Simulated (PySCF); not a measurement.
An unknown shows these calculated signals:

$^{1}$H NMR (300 MHz, computed): δ 6.87 (br s, 1H), 6.42 (m, 1H), 6.25 (m, 1H), 4.58 (t, 2H), 2.13 (t, 2H).

$^{13}$C{$^{1}$H} NMR (computed): δ 184.3 (C), 142.2 (CH2), 124.0 (C), 123.6 (C), 22.3 (CH2).

PySCF calculation with GIAO PBE0/pcSseg-1 shieldings and geometry: GFN2-xTB; in vacuum, no relativistic terms, one computed conformer, rapidly exchanging positions averaged.

Scale: $^{1}$H, $^{13}$C against TMS (reference shieldings calculated alike).

Q: Which of these does the molecule contain: a heteroaromatic ring, a nitrile, a C≡C triple bond, a carboxylic acid, a non-aromatic C=C double bond, a CH3CH2 unit?

A: 
- A heteroaromatic ring: no.
- A nitrile: yes (δC 124.0).
- A C≡C triple bond: no.
- A carboxylic acid: yes (δC 184.3; δH 6.87 (br s)).
- A non-aromatic C=C double bond: yes.
- A CH3CH2 unit: no.

The data belong to SMILES OC([SiH2]CC(=C)C#N)=O, C5H7NO2Si; they needn't prove each group on their own.

Carbon signals by region: 1 in the far downfield region (above 160 ppm), 3 in the sp2 and nitrile region (100–160 ppm), 1 below 50 ppm. Above 160 ppm: 184.3, carbonyl carbon.

OH and NH positions are those of a molecule without intermolecular hydrogen bonds; in solution they move with solvent, concentration and temperature, and exchange usually removes their couplings. Shifts are as computed. Against solution values, carbons near 30 ppm lie about +3 ppm off and those near 130 ppm about +5 ppm. Of 1211 compounds with measured shifts, 218 miss one by over three times the rms of a fit or turn the order of signals round; such compounds aren't used in these exercises. The C=O carbon of an acid or of an amide with N–H lies up to 10 ppm further downfield in solution, through hydrogen bonding that the calculation lacks. No couplings were computed; multiplicities are counted from neighbouring protons, with m where these are inequivalent, close in shift, in a saturated or five-membered ring or joined by F or P, and br s for small geminal =CH2 splittings.
